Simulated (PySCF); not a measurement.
Bond curve of SnC

Set-up: PySCF, scalar-relativistic core potentials, basis sets Sn cc-pVTZ-PP with ECP28, C cc-pVTZ. Energies in eV from Sn + C in their ground configurations at the same level. State: ³Π (triplet), unpaired electrons σ ↑, π ↑.

All columns are PBE0. A positive dipole means Sn(−)C(+).

```json
{"R (Å)": "1.736", "E (eV)": "-2.086", "μ (D)": "-1.97", "Mulliken charge on Sn (basis-dependent)": "0.19", "HOMO (eV)": "-6.27", "LUMO (eV)": "-3.96", "Mayer bond order": "2.46", "⟨S²⟩": "2.03"}
{"R (Å)": "1.817", "E (eV)": "-2.698", "μ (D)": "-2.16", "Mulliken charge on Sn (basis-dependent)": "0.21", "HOMO (eV)": "-6.04", "LUMO (eV)": "-3.82", "Mayer bond order": "2.37", "⟨S²⟩": "2.05"}
{"R (Å)": "1.898", "E (eV)": "-3.022", "μ (D)": "-2.32", "Mulliken charge on Sn (basis-dependent)": "0.24", "HOMO (eV)": "-5.82", "LUMO (eV)": "-3.71", "Mayer bond order": "2.27", "⟨S²⟩": "2.09"}
{"R (Å)": "1.958", "E (eV)": "-3.129", "μ (D)": "-2.42", "Mulliken charge on Sn (basis-dependent)": "0.25", "HOMO (eV)": "-5.68", "LUMO (eV)": "-3.65", "Mayer bond order": "2.17", "⟨S²⟩": "2.14"}
{"R (Å)": "2.019", "E (eV)": "-3.153", "μ (D)": "-2.48", "Mulliken charge on Sn (basis-dependent)": "0.26", "HOMO (eV)": "-5.56", "LUMO (eV)": "-3.60", "Mayer bond order": "2.05", "⟨S²⟩": "2.21"}
{"R (Å)": "2.080", "E (eV)": "-3.119", "μ (D)": "-2.54", "Mulliken charge on Sn (basis-dependent)": "0.28", "HOMO (eV)": "-5.47", "LUMO (eV)": "-3.55", "Mayer bond order": "1.92", "⟨S²⟩": "2.30"}
{"R (Å)": "2.160", "E (eV)": "-3.011", "μ (D)": "-2.62", "Mulliken charge on Sn (basis-dependent)": "0.29", "HOMO (eV)": "-5.39", "LUMO (eV)": "-3.51", "Mayer bond order": "1.74", "⟨S²⟩": "2.41"}
{"R (Å)": "2.261", "E (eV)": "-2.816", "μ (D)": "-2.76", "Mulliken charge on Sn (basis-dependent)": "0.30", "HOMO (eV)": "-5.34", "LUMO (eV)": "-3.47", "Mayer bond order": "1.54", "⟨S²⟩": "2.54"}
{"R (Å)": "2.382", "E (eV)": "-2.535", "μ (D)": "-3.00", "Mulliken charge on Sn (basis-dependent)": "0.32", "HOMO (eV)": "-5.33", "LUMO (eV)": "-3.45", "Mayer bond order": "1.36", "⟨S²⟩": "2.65"}
{"R (Å)": "2.544", "E (eV)": "-2.136", "μ (D)": "-3.36", "Mulliken charge on Sn (basis-dependent)": "0.33", "HOMO (eV)": "-5.37", "LUMO (eV)": "-3.46", "Mayer bond order": "1.20", "⟨S²⟩": "2.76"}
```

A fit through these points gives, at Re = 2.010 Å, μ = -2.48 D and dμ/dR = -1.00 D/Å; the reduced mass is 10.91 u.

Q: How strong is the fundamental in the double-harmonic approximation, I = 42.26·(dμ/dR)²/μred km/mol?

A: I = 42.26·(-1.00)²/10.91 = 3.87 km/mol at PBE0.

⟨S²⟩ of the unrestricted solution departs from its pure value on part of the curve, where spin states mix. Spin–orbit coupling is left out, which matters for elements this heavy, above all for dissociation energies. The state is the lowest determinant that a PBE0 search found; another state may lie lower at other levels.
